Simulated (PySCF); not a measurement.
A calculated (UHF, PySCF 2.14, x2c-TZVPPall with one added diffuse shell each of s, p, d, f type, scalar relativity by spin-free X2C-1e) atom or ion has these occupied shells.

```json
{"shell": "1s α", "electrons": "1", "orbital energy (eV)": "-74290.6", "rms radius, mean of both spins (bohr)": "0.0201"}
{"shell": "1s β", "electrons": "1", "orbital energy (eV)": "-74290.6", "rms radius, mean of both spins (bohr)": "0.0201"}
{"shell": "2s α", "electrons": "1", "orbital energy (eV)": "-13100.5", "rms radius, mean of both spins (bohr)": "0.0809"}
{"shell": "2s β", "electrons": "1", "orbital energy (eV)": "-13099.9", "rms radius, mean of both spins (bohr)": "0.0809"}
{"shell": "2p α", "electrons": "3", "orbital energy (eV)": "-11447.5", "rms radius, mean of both spins (bohr)": "0.0739"}
{"shell": "2p β", "electrons": "3", "orbital energy (eV)": "-11446.8", "rms radius, mean of both spins (bohr)": "0.0739"}
{"shell": "3s α", "electrons": "1", "orbital energy (eV)": "-3129.7", "rms radius, mean of both spins (bohr)": "0.207"}
{"shell": "3s β", "electrons": "1", "orbital energy (eV)": "-3129.5", "rms radius, mean of both spins (bohr)": "0.207"}
{"shell": "3p α", "electrons": "3", "orbital energy (eV)": "-2633.9", "rms radius, mean of both spins (bohr)": "0.209"}
{"shell": "3p β", "electrons": "3", "orbital energy (eV)": "-2633.7", "rms radius, mean of both spins (bohr)": "0.209"}
{"shell": "3d α", "electrons": "5", "orbital energy (eV)": "-2058.4", "rms radius, mean of both spins (bohr)": "0.191"}
{"shell": "3d β", "electrons": "5", "orbital energy (eV)": "-2057.9", "rms radius, mean of both spins (bohr)": "0.191"}
{"shell": "4s α", "electrons": "1", "orbital energy (eV)": "-711.59", "rms radius, mean of both spins (bohr)": "0.459"}
{"shell": "4s β", "electrons": "1", "orbital energy (eV)": "-710.74", "rms radius, mean of both spins (bohr)": "0.459"}
{"shell": "4p α", "electrons": "3", "orbital energy (eV)": "-545.36", "rms radius, mean of both spins (bohr)": "0.488"}
{"shell": "4p β", "electrons": "3", "orbital energy (eV)": "-544.58", "rms radius, mean of both spins (bohr)": "0.488"}
{"shell": "4d α", "electrons": "5", "orbital energy (eV)": "-331.20", "rms radius, mean of both spins (bohr)": "0.526"}
{"shell": "4d β", "electrons": "5", "orbital energy (eV)": "-330.03", "rms radius, mean of both spins (bohr)": "0.526"}
{"shell": "5s α", "electrons": "1", "orbital energy (eV)": "-131.85", "rms radius, mean of both spins (bohr)": "1.08"}
{"shell": "5s β", "electrons": "1", "orbital energy (eV)": "-125.09", "rms radius, mean of both spins (bohr)": "1.08"}
{"shell": "4f α", "electrons": "7", "orbital energy (eV)": "-92.413", "rms radius, mean of both spins (bohr)": "0.610"}
{"shell": "4f β", "electrons": "7", "orbital energy (eV)": "-91.575", "rms radius, mean of both spins (bohr)": "0.610"}
{"shell": "5p α", "electrons": "3", "orbital energy (eV)": "-87.340", "rms radius, mean of both spins (bohr)": "1.24"}
{"shell": "5p β", "electrons": "3", "orbital energy (eV)": "-77.736", "rms radius, mean of both spins (bohr)": "1.24"}
{"shell": "5d α", "electrons": "5", "orbital energy (eV)": "-33.332", "rms radius, mean of both spins (bohr)": "1.75"}
{"shell": "6s α", "electrons": "1", "orbital energy (eV)": "-25.715", "rms radius, mean of both spins (bohr)": "2.82"}
```

(1) Name the element and its charge.

## Answers

(1) Os²⁺ (osmium, charge +2), in [Xe] 4f14 5d5 6s1, high-spin 7S determinant (an excited configuration).
